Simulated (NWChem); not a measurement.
## Correlation energy of 1,2,4-triazole (C₂H₃N₃)

SMILES: c1nc[nH]n1
```xyz
8

C     -1.1194    -0.0220     0.0000
N     -0.4122     1.1421     0.0000
C      0.8382     0.7262     0.0000
N      0.8674    -0.6272     0.0000
N     -0.3845    -1.1231     0.0000
H     -2.2086    -0.0608     0.0000
H      1.7350     1.3460     0.0000
H      1.6654    -1.2532     0.0000
```
Charge 0, spin multiplicity 1.

All runs are NWChem calculations. Structure: optimised with B3LYP/def2-SVP, a minimum by its harmonic frequencies.

Basis set: def2-SVP. Each correlation energy counts from its own Hartree-Fock reference.

The correlated methods keep 5 core orbitals frozen. Coupled-cluster values serve here as a point of comparison, not as the truth.

Q: One of these methods gave a correlation energy of -798.9 mHa. Which?
A. CCSD
B. CCSD+T(CCSD)
C. MP2
D. SCS-MP2

A: B, CCSD+T(CCSD). The others give -722.5 (SCS-MP2), -748.1 (MP2), -765.7 (CCSD).
